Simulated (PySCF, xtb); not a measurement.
C3H9BFN, SMILES C(CB(N)F)C.

xtb 6.7.1 with GFN2-xTB at its own geometry gives an orbital gap of 6.58 eV and a dipole moment of 2.56 D.

Geometry optimised at B3LYP-D3(BJ)/def2-SVP. One conformer was computed; it need not be the lowest.

Q: What does PBE/def2-TZVP in PySCF give? (Estimate from the structure and the level; the computed values follow.)

A: gap 6.82 eV (levels -6.81 and 0.01 eV), dipole 2.12 D.
